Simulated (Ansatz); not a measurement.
Total energies of Al$_{2}$F$_{2}$H$_{6}$N$_{2}$ (`[F][Al@H-]1[NH2+][Al@H-]([F])[NH2+]1`).

```xyz
12

F    -1.970   -1.355   -0.909
Al   -1.306    0.111   -0.479
N    -0.474   -0.153    1.256
Al    1.306   -0.111    0.479
F     1.970    1.355    0.908
N     0.474    0.153   -1.256
H    -2.124    1.454   -0.624
H    -0.631    0.583    1.936
H    -0.740   -1.026    1.699
H     2.124   -1.454    0.624
H     0.740    1.027   -1.698
H     0.631   -0.583   -1.936
```

Total charge 0; spin multiplicity 1. The structure was optimised at the PBE0-D4/def2-TZVP level. Basis def2-TZVPP, the Gaussian-basis code of Ansatz.

RPA on PBE orbitals: Hartree–Fock energy of these orbitals -795.52094 Eh, correlation -1.74328 Eh (frozen core).

```
 functional  energy without D4 (Eh)  D4 term (kJ/mol)
LDA (SPW92)              -793.83323                 –
     revPBE              -797.90666             -76.5
       BLYP              -798.08174             -59.0
     r2SCAN              -797.94553              -6.6
     B97M-V              -797.93816                 –
       PBE0              -797.58430             -23.1
    r2SCANh              -797.92557              -7.1
      BHLYP              -798.01130             -35.3
    ωB97X-V              -797.95758                 –
   PBE-QIDH              -797.38358                 –
```

**Question.** Give the same for PBE, B3LYP, r2SCAN0, HSE06 (plane-wave form), CAM-B3LYP, LC-ωPBE, ωB97M-V, B2PLYP. (Estimate.)

**Answer.** The calculation gave: 
```csv
functional,energy without D4 (Eh),D4 term (kJ/mol)
PBE,-797.52396,-27.3
B3LYP,-798.18921,-44.0
r2SCAN0,-797.89694,-7.8
HSE06 (plane-wave form),-797.55799,-21.6
CAM-B3LYP,-798.06432,-23.6
LC-ωPBE,-797.80481,–
ωB97M-V,-798.01362,–
B2PLYP,-797.71943,–
```

B3LYP takes the VWN-RPA correlation (the form of Gaussian; ORCA's B3LYP/G). HSE06 is the plane-wave form, built on full-range PBE exchange. The double hybrids freeze the cores in their second-order part.

LC-ωPBE has ω = 0.4 bohr⁻¹.
